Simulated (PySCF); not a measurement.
`CC(=O)[C@@H](F)[SiH2][SiH2][SiH3]`, C₃H₁₁FOSi₃

Geometry (Å), atoms numbered from 1 in this order:
```xyz
19

C    -2.460    0.952   -0.595
C    -1.363    0.413    0.273
O    -0.409    1.082    0.632
C    -1.414   -1.021    0.617
F    -2.540   -1.647    0.124
Si    0.238   -1.794   -0.079
Si    1.900   -0.425    0.787
Si    2.572    1.400   -0.475
H    -2.503    0.371   -1.515
H    -2.287    2.000   -0.821
H    -3.417    0.828   -0.090
H    -1.424   -1.157    1.700
H     0.074   -3.210    0.274
H     0.033   -1.748   -1.535
H     1.603   -0.132    2.196
H     3.069   -1.335    0.887
H     3.092    0.927   -1.768
H     1.544    2.387   -0.784
H     3.681    2.120    0.161
```

Method used: GIAO wB97X-D/pcSseg-1 magnetisability, rotational g tensor and spin-rotation constants, non-relativistic, gas phase (PySCF 2.14.0). Geometry: GFN2-xTB.

**Question.** Give the nuclear spin-rotation constants along the inertial axes (H = +C I·J) beside the isotropic shieldings.

**Answer.** Rotational constants 1.7871, 0.7353, 0.5802 GHz. A star marks the isotopologue with that one atom substituted, in its own axes.
```
atom  isotope  Caa (kHz)  Cbb (kHz)  Ccc (kHz)  mean (kHz)  σ (ppm)
  F5      19F      0.789      0.042      0.236       0.356    419.2
  H9       1H     -0.187     -0.072      0.011      -0.083     29.1
 H10       1H     -0.158      0.011     -0.068      -0.072     29.7
 H11       1H      0.018     -0.080     -0.050      -0.037     29.2
 H12       1H     -0.216     -0.055      0.033      -0.080     26.4
 H13       1H     -0.128      0.016     -0.057      -0.056     27.6
 H14       1H     -0.176     -0.066      0.021      -0.074     27.9
 H15       1H     -0.159     -0.074      0.019      -0.071     28.2
 H16       1H     -0.095     -0.005     -0.057      -0.052     28.5
 H17       1H     -0.152     -0.065      0.011      -0.069     28.3
 H18       1H     -0.119      0.011     -0.057      -0.055     28.0
 H19       1H      0.016     -0.069     -0.039      -0.031     28.1
  C1     13C*      0.309      0.106      0.092       0.169    157.4
  C2     13C*      0.924      0.398      0.179       0.501    -38.7
  O3     17O*     -1.513     -0.445     -0.123      -0.694   -278.1
  C4     13C*      0.406      0.208      0.159       0.258     88.9
 Si6    29Si*     -0.925     -0.423     -0.360      -0.569    400.7
 Si7    29Si*     -0.859     -0.353     -0.264      -0.492    483.5
 Si8    29Si*     -0.892     -0.361     -0.304      -0.519    454.3
```
For the geometry as given, no vibrational averaging.

**Question.** How do the rotational constants and the g tensor change when H9, H10, H11, H12, H13, H14, H15, H16, H17, H18, H19 are replaced by deuterium?

**Answer.** Constants 1.5069, 0.6611, 0.5214 GHz; g -0.0265, -0.0124, -0.0091, against -0.0315, -0.0138, -0.0101 before.
